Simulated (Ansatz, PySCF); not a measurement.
CdS, singlet, geometry from GFN2-xTB (such geometries of metal compounds can be far from the true shape) (core potentials on Cd). Base run: PBE0/def2-SVP run with PySCF.

The PySCF input:
```python
from pyscf import gto, scf, dft

mol = gto.M(
    atom='''
Cd   -0.000000   -0.000000   -0.559200
S     0.000000    0.000000    1.677600
''',
    basis='def2-svp',
    ecp={'Cd': 'def2-svp'},
    charge=0,
    spin=0,
    verbose=4,
)

mf = dft.RKS(mol)
mf.xc = 'pbe0'
mf.kernel()
```

The same geometry, method and basis name were run in Ansatz (a quantum-chemistry and plane-wave program) and PySCF, at each program's defaults and at the settings that a row names. The base is PySCF at its defaults. Differences at the defaults can come from grids, fitting, cores and function types together.

```
code and settings                                                               ΔE vs base (µEh)  basis functions      E (Eh)  SCF cycles  dipole (D)
------------------------------------------------------------------------------  ----------------  ---------------  ----------  ----------  ----------
PySCF, defaults (exact integrals, its default grid, spherical functions)                     0.0               49  -565.60641          13        5.60
Ansatz, defaults (factorised integrals, its default grid, spherical functions)               4.1               49  -565.60641           -           -
PySCF, density fitting with def2-universal-jkfit                                             ___               49         ___          13        5.60
PySCF, fine grid                                                                             3.4               49  -565.60641          13        5.60
Ansatz, high accuracy                                                                        2.8               49  -565.60641           -           -
```

**Question.** Complete the blanks.

**Answer.** 
- PySCF, density fitting with def2-universal-jkfit, ΔE vs base (µEh): -71.4
- PySCF, density fitting with def2-universal-jkfit, E (Eh): -565.60648
